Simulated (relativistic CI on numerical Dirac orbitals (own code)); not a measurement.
## L2,3 absorption of nickel in several valence states

Computed multiplet spectra 2p⁶3dⁿ → 2p⁵3dⁿ⁺¹ (Dirac-Coulomb-Breit ions, Slater integrals scaled by 0.7, an assumed crystal field that grows with the charge, no charge transfer; 300 K; Lorentzian 0.4 eV and Gaussian 0.3 eV FWHM at both edges, so that L2 comes out sharper than in experiment). Peaks over 5 % are given in eV from the highest peak in the L3 region of each spectrum (height, largest 100). S of the lowest state is read from ⟨S²⟩, and the branching ratio is the share of L3, cut at the minimum between the edges.

Field parameters in Wybourne normalisation: Oh B⁴₀ = 21Dq, B⁴₄ = √(5/14) B⁴₀. The field is a parameter set, without covalency.

- Ni²⁺ (d8, Oh, 10Dq = 14850 cm⁻¹): S = 1.00, branching ratio 0.73; peaks 0.0 (100), 1.8 (21), 17.3 (25), 18.2 (24)
- Ni³⁺ (d7, Oh, 10Dq = 19200 cm⁻¹): S = 0.81, low spin, branching ratio 0.79; peaks -3.8 (13), -2.8 (70), -1.2 (91), 0.0 (100), 2.3 (11), 3.0 (11), 14.6 (12), 16.4 (34), 17.2 (27), 18.5 (14), 19.3 (8)
- Ni⁴⁺ (d6, Oh, 10Dq = 23550 cm⁻¹): S = 0.04, low spin, branching ratio 0.67; peaks -2.4 (7), 0.0 (100), 2.1 (13), 2.8 (23), 16.7 (61), 18.9 (10)

The centroid of the whole edge, which also moves with the branching ratio, lies at 860.5 (Ni²⁺), 861.6 (Ni³⁺), 867.1 (Ni⁴⁺) eV in this ionic model, in steps of 1.1 to 5.5 eV. Compounds show about 1 to 2 eV a unit and lower energies for the high valences, since ligands screen the charge. The multiplet shape follows the d count and the spin state, and so serves as a fingerprint of valence. Ni³⁺ lies at a spin crossover.
